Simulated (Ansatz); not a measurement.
Si2H5ClO: a saddle search.

The input file, in.yaml:

```yaml
crystal:
  periodic: [false, false, false]
  atoms:
    - {symbol: Si, position_ang: [-0.780200, -0.500100, -0.419900]}
    - {symbol: Cl, position_ang: [-0.461200, 2.025000, -1.645500]}
    - {symbol: O, position_ang: [-0.282400, -0.630200, -1.890100]}
    - {symbol: H, position_ang: [-0.235700, 0.515500, -2.170900]}
    - {symbol: H, position_ang: [-2.220500, -0.665000, -0.225300]}
    - {symbol: Si, position_ang: [0.746400, -0.219600, 1.293500]}
    - {symbol: H, position_ang: [0.170400, 0.605500, 2.360800]}
    - {symbol: H, position_ang: [1.986800, 0.402300, 0.827900]}
    - {symbol: H, position_ang: [1.076400, -1.533500, 1.869400]}
basis:
  gaussian: {orbitals: def2-SVP}
magnetization: {spin_polarized: true, initial_magnetization: 1}
hamiltonian: {xc: pbe0, dispersion: d4}
saddle:
  max_steps: 30
  mode_guess:
    - [-0.0133, -0.4026, -0.0120]
    - [-0.0579, 0.2277, -0.4027]
    - [0.0885, -0.1953, -0.0021]
    - [0.3307, 0.5408, 0.1722]
    - [-0.2051, 0.0332, 0.1959]
    - [-0.0598, -0.0875, 0.0376]
    - [-0.0749, -0.1103, 0.0015]
    - [-0.0963, 0.0650, -0.0427]
    - [0.0882, -0.0711, 0.0523]
```

Command:

```bash
ansatz run in.yaml --threads 4 --pin off --events-out ev --progress --plain --max-ram 9574MiB
```

The run's output (Ansatz 0.2.0):

```
Error: a molecule whose nuclei and cores have a total charge of 58 cannot have a net charge of 0 together with 1 unpaired electrons
```

The run took about 0.05 s on 4 CPU threads of an Intel Xeon (shared host).


The program refused the input. An even number of electrons needs an even number of unpaired ones, and an odd number an odd one; the charge and spin typed don't fit together.